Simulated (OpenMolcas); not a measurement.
4d6 along the 42-electron sequence

| Item | Value |
| --- | --- |
| Program | OpenMolcas |
| Method | MS-RASPT2, IPEA 0.25 Eh, imaginary shift 0.1 Eh |
| Basis | ANO-R2 |
| Scalar Hamiltonian | X2C, finite nucleus |
| Spin-orbit coupling | RASSI with atomic mean-field integrals over the reference wave functions, term energies averaged over their components |

Active space for each ion: 12 electrons in 8 orbitals (RAS1 4p, at most 2 holes; RAS2 4d); closed shells correlated by CASPT2: 4s.

Computed levels in cm-1 above 5D4:

| Level | Rh3+ | Pd4+ | Ag5+ |
| --- | --- | --- | --- |
| 5D3 | 1557 | 2070 | 2580 |
| 5D2 | 2440 | 3160 | 3860 |
| 5D1 | 3030 | 3920 | 4800 |
| 5D0 | 3310 | 4280 | 5230 |
| 3H6 | 18140 | 20080 | 22230 |
| 3P2(1) | 18400 | 20190 | 22220 |
| 3H5 | 18480 | 20440 | 22600 |
| 3F3(1) | 20670 | 22950 | 25470 |
| 3F2(1) | 21370 | 23800 | 26490 |
| weight of 5D in the lowest level (%) | 98 | 98 | 97 |

Mixed levels, with the weight of the term that names them: Ag5+ 3H5 (74 %), Ag5+ 3F3(1) (73 %).

Measured, with the error of the calculation in %. Measured levels: Ag5+ from the list in Gamrath, thesis, University of Mons (2023).

| Level | Ag5+ |
| --- | --- |
| 5D3 | 2692 (-4.2) |
| 5D2 | 3953 (-2.4) |
| 5D1 | 4941 (-2.8) |
| 5D0 | 5380 (-2.7) |
| 3H6 | 21512 (+3.3) |
| 3P2(1) | 21042 (+5.6) |
| 3H5 | 21812 (+3.6) |
| 3F3(1) | 24441 (+4.2) |
| 3F2(1) | 25306 (+4.7) |

The fine-structure level 5D0 changes by a factor of 1.58 from Rh3+ to Ag5+. Its fourth root runs 7.59, 8.09, 8.50, with steps per unit of Z of 0.50, 0.42; equal steps would mean a (Z - σ)^4 law with constant σ.

3H6 changes by a factor of 1.23 over the same range, with steps per unit of Z of +1940, +2150 cm-1.

Term energies are means over components that CASPT2 splits; among the terms shown or strongly mixed into the levels shown the widest spread is 610 cm-1 (4d6 3H, Ag5+). Active for correlation alone: 4p; no level in the range computed is led by a configuration that opens it, so any true level of that kind is missing. Measured partners are found by configuration, term and J. A level has none where our copy of the source lacks it or the pairing is in doubt (some pairs that miss far off the trend of their configuration count as doubtful), and it then counts in no deviation. Levels of configurations outside the active space are missing.

A number in round brackets counts repeated terms of one configuration in the order of the reference energies.
